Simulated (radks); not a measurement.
Charge is removed step by step from the 2p down level of Mg3+, starting from [He] 2s2 2p(up 3, down 2). Method: non-relativistic Kohn-Sham, PBEsol, spin-polarised, spherical densities, point nucleus; computed with a radial shooting solver on a logarithmic mesh with Libxc functionals.

[
 {"removed (e)": "0", "E - E(0) (eV)": "0.000", "eigenvalue (eV)": "-94.534", "E minus straight line (eV)": "0.000"},
 {"removed (e)": "0.1", "E - E(0) (eV)": "9.600", "eigenvalue (eV)": "-97.464", "E minus straight line (eV)": "-1.349"},
 {"removed (e)": "0.2", "E - E(0) (eV)": "19.494", "eigenvalue (eV)": "-100.42", "E minus straight line (eV)": "-2.404"},
 {"removed (e)": "0.3", "E - E(0) (eV)": "29.684", "eigenvalue (eV)": "-103.39", "E minus straight line (eV)": "-3.162"},
 {"removed (e)": "0.4", "E - E(0) (eV)": "40.173", "eigenvalue (eV)": "-106.39", "E minus straight line (eV)": "-3.622"},
 {"removed (e)": "0.5", "E - E(0) (eV)": "50.962", "eigenvalue (eV)": "-109.40", "E minus straight line (eV)": "-3.781"},
 {"removed (e)": "0.6", "E - E(0) (eV)": "62.054", "eigenvalue (eV)": "-112.44", "E minus straight line (eV)": "-3.637"},
 {"removed (e)": "0.7", "E - E(0) (eV)": "73.451", "eigenvalue (eV)": "-115.49", "E minus straight line (eV)": "-3.189"},
 {"removed (e)": "0.8", "E - E(0) (eV)": "85.154", "eigenvalue (eV)": "-118.57", "E minus straight line (eV)": "-2.435"},
 {"removed (e)": "0.9", "E - E(0) (eV)": "97.165", "eigenvalue (eV)": "-121.66", "E minus straight line (eV)": "-1.372"},
 {"removed (e)": "1", "E - E(0) (eV)": "109.49", "eigenvalue (eV)": "-124.76", "E minus straight line (eV)": "0.000"}
]

Removing the whole electron costs 109.49 eV by Delta-SCF, against 94.534 eV from minus the eigenvalue at the starting occupation. Slater's transition state (half an electron removed) gives 109.40 eV. Integrating minus the eigenvalue over the occupation (Janak's theorem) gives 109.49 eV. The mean slope of the eigenvalue, de/dn, is 30.2 eV per electron. Ionisation energy of Mg3+ in the NIST Atomic Spectra Database: 109.27 eV (semi-empirical).
